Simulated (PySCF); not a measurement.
# WO(OH)4 at several levels of theory

Computed with PySCF 2.14.0 (density fitting, no spin-orbit coupling) at the geometry relaxed with B3LYP:

```xyz
10
WO(OH)4 (singlet)
W     0.0578    0.0641   -0.1933
O    -0.1347   -0.1908    1.5116
O     0.0262   -0.0647   -2.1103
H    -0.3256   -0.6549   -2.7864
O     1.9540    0.0134   -0.1853
H     2.4041   -0.0692    0.6686
O    -0.7087    1.7973   -0.2358
H    -0.9645    2.1976    0.6085
O    -1.0210   -1.5287   -0.4207
H    -1.2877   -1.9010    0.4341
```

```
    level                                             basis    state  HOMO (eV)  gap (eV)  charge on W1 (e)  dipole about the centre of mass (D)  largest force component (eV/Å)
    B3LYP     W def2-SVP with ECP60, O def2-SVP, H def2-SVP  singlet      -8.50      6.66              1.15                                 1.38                            0.03
   r2SCAN                                          the same  singlet      -7.57      5.23              1.19                                 1.34                            0.09
CAM-B3LYP                                          the same  singlet     -10.18      9.65              1.17                                 1.48                            0.73
    M06-L                                          the same  singlet      -7.52      5.17              1.40                                 1.38                            0.45
    B3LYP  W def2-TZVP with ECP60, O def2-TZVP, H def2-TZVP  singlet      -8.68      6.69              1.55                                 1.29                            0.31
    B3LYP          W x2c-SVPall, O x2c-SVPall, H x2c-SVPall  singlet      -8.62      6.44              0.87                                 1.40                            0.87
```

Charges are Mulliken's, which hang on the basis. The relaxation used the grid (50, 194), these runs (75, 302) or, all-electron (x2c bases, spin-free X2C Hamiltonian), (99, 590).

**Question.** What does wB97X with W def2-SVP with ECP60, O def2-SVP, H def2-SVP give here?

**Answer.** state singlet, HOMO (eV) -11.19, gap (eV) 11.70, charge on W1 (e) 1.24, dipole about the centre of mass (D) 1.54, largest force component (eV/Å) 1.06. Time: 8.8 s on 2 threads of Arm Neoverse V2, on a shared host, from an already converged density.

In the first row's basis the gap widens with exact exchange: 5.2 eV for M06-L, r2SCAN (none); 6.7 eV for B3LYP (a fixed share); 9.6 to 11.7 eV for CAM-B3LYP, wB97X (rising or full at long range).
